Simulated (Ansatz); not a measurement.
This Ansatz (a program for electronic structure) input (PBE0/6-311G**) gives -0.50104 Eh with 6 basis functions. A basis named .json is the Basis Set Exchange file of that set (core-valence sets with the plain set on hydrogen).

Ansatz 0.2 input:
```yaml
crystal:
  periodic: [false, false, false]
  atoms:
    - {symbol: H, position_ang: [0.00000000, 0.00000000, 0.00000000]}
basis:
  gaussian:
    orbitals: 6-311G__.json
hamiltonian:
  xc: {name: PBE0}
magnetization: {spin_polarized: true, initial_magnetization: 1}
scf: {lower_state_search: full}
```

Change:
```diff
- orbitals: 6-311G__.json
+ orbitals: pcseg-3.json
```

Q: What does the run give now?

A: -0.50131 Eh (PBE0/pcseg-3, 33 functions), a change of -0.27 mEh.
